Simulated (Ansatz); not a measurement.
Here is a job for Ansatz (an electronic-structure program).
Ansatz 0.2 input:
```yaml
crystal:
  periodic: [false, false, false]
  atoms:
    - {symbol: F, position_ang: [-1.86852713, -0.96308628, 0.01955879]}
    - {symbol: As, position_ang: [0.13132476, -0.38458360, 0.05495065]}
    - {symbol: F, position_ang: [1.86190213, 0.66607729, -0.02351451]}
    - {symbol: F, position_ang: [-0.62254198, 1.32247733, -0.16714619]}
basis:
  gaussian:
    orbitals: cc-pVDZ
hamiltonian:
  xc: pbe
total_charge: -1
magnetization: {spin_polarized: true, initial_magnetization: 1}
relax: {}
```

Task: What does this run give for the Mulliken (on the basis functions themselves) charges in atom order, total energy at the end of the optimisation, number of basis functions, <S^2>?

Result: 
```yaml
Mulliken (on the basis functions themselves) charges in atom order: F1 -0.49, As2 0.40, F3 -0.49, F4 -0.42
total_energy_at_the_end_of_the_optimisation: -2534.840745 Ha
number_of_basis_functions: 69
"<S^2>": 0.752
```

A gas-phase anion may not be bound at this level; its values then depend on the basis.
